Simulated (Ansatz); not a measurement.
System: sum formula H8Si3NO, charge 0, multiplicity 2. It need not be the lowest isomer of its formula. 
Coordinates optimised at B3LYP-D3(BJ)/def2-TZVP (Ansatz, a program for electronic structure):
```xyz
13

Si    -0.0139    -0.5898    -1.3471
N     -1.4777    -0.3168    -0.5129
Si    -2.1068     0.2665     0.9771
O      1.3649    -0.3327    -0.5034
Si     2.0847     0.5237     0.6953
H     -0.0180    -2.0084    -1.7635
H     -0.0425     0.3232    -2.5133
H     -2.3960     1.7054     0.7400
H     -3.3620    -0.4430     1.3127
H     -1.1660     0.1487     2.1201
H      1.2792     1.7265     1.0160
H      3.4308     0.9380     0.2452
H      2.2023    -0.3173     1.9068
```
Charge 0, spin multiplicity 2.

Total electronic energies in hartree. Valence correlation only, unless marked. Open shells are spin-unrestricted. No spin-orbit coupling. Non-relativistic. CBS(X,Y): correlation extrapolated as X^-3; Hartree-Fock from the larger set. The bracket is a focal-point correction in the basis named.

```csv
level,program,energy (Eh)
HF/STO-3G,Ansatz,-989.07616
HF/6-31G,Ansatz,-1000.55957
RI-HF/cc-pV(Q+d)Z,Ansatz,-1000.99124
PBE-D3(BJ)/def2-TZVPD,Ansatz + dftd3,-1002.79610
BLYP-D3(BJ)/def2-TZVPD,Ansatz + dftd3,-1003.38207
revPBE-D4/def2-TZVPD,Ansatz + dftd4,-1003.19864
B3LYP/def2-TZVPD,Ansatz,-1003.47873
PBE0/6-31G*,Ansatz,-1002.72300
BHLYP-D3(BJ)/def2-TZVPD,Ansatz + dftd3,-1003.36755
r2SCAN0/def2-TZVPD,Ansatz,-1003.23074
HSE06-D4/def2-TZVPD,Ansatz + dftd4,-1002.86541
LC-wPBE-D3(BJ)/def2-TZVPD,Ansatz + dftd3,-1003.06280
B2PLYP-D3(BJ)/def2-TZVPD,Ansatz + dftd3,-1002.95414
MP2/cc-pVTZ,Ansatz,-1001.72434
MP2/cc-pwCVTZ,Ansatz,-1001.75573
SCS-MP2/cc-pVTZ,Ansatz,-1001.74220
SCS-MP2/cc-pV(Q+d)Z,Ansatz,-1001.84606
CCSD/cc-pV(D+d)Z,Ansatz,-1001.55580
"CCSD/CBS(cc-pV(T+d)Z,cc-pV(Q+d)Z)",Ansatz,-1001.9210
CCSD(T)/cc-pV(T+d)Z,Ansatz,-1001.83766
CCSD(T)/cc-pV(Q+d)Z,Ansatz,-1001.91593
"RI-MP2/CBS(cc-pV(T+d)Z,cc-pV(Q+d)Z)+[CCSD(T)-MP2]/cc-pV(Q+d)Z",Ansatz,-1001.9592
"CCSD(T)/CBS(cc-pV(T+d)Z,cc-pV(Q+d)Z)",Ansatz,-1001.9563
```

Totals of different functionals don't rank their quality; only differences between species are comparable.
